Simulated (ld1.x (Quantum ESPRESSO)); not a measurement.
Transferability test, TM potential for aluminium

ld1.x (Quantum ESPRESSO) 7.5 input, shortened:

```
&input
   title='Al', zed=13., rel=1, dft='PBE', iswitch=3,
   config='[Ne] 3s2 3p1 3d-2'
 /
 &inputp
   pseudotype=2, tm=.true., lloc=0,
   nlcc=.false.
 /
3
3P  2  1   1.00   0.00  1.95  1.95  0.0
3D  3  2  -2.00   0.35  1.65  1.65  0.0
3S  1  0   2.00   0.00  1.95  1.95  0.0
 &test
   configts(1)='3s2 3p1'
 /
```

Energies are relative to the spin-unpolarised reference configuration 3s2 3p1; without spin polarisation the order of configurations can differ from experiment.

```json
{"valence configuration": "3s2 3p0", "charge": "+1", "ΔE all-electron (eV)": "5.761", "error AE − PS (meV)": "-2.9"}
{"valence configuration": "3s2 3p0.5", "charge": "+0.5", "ΔE all-electron (eV)": "2.086", "error AE − PS (meV)": "-0.4"}
{"valence configuration": "3s2 3p1.3", "charge": "-0.3", "ΔE all-electron (eV)": "-0.575", "error AE − PS (meV)": "0.0"}
{"valence configuration": "3s1 3p2", "charge": "0", "ΔE all-electron (eV)": "5.139", "error AE − PS (meV)": "+7.2"}
{"valence configuration": "3s1 3p1", "charge": "+1", "ΔE all-electron (eV)": "11.571", "error AE − PS (meV)": "+12"}
```

Problem. What are ΔE and the potential's error for 3s0 3p3?

Solution. ΔE = 10.451 eV all-electron; the error (AE − PS) is +33 meV.

Problem. What are ΔE and the potential's error for 3s1 3p0?

Solution. ΔE = 24.987 eV all-electron; the error (AE − PS) is +20 meV.
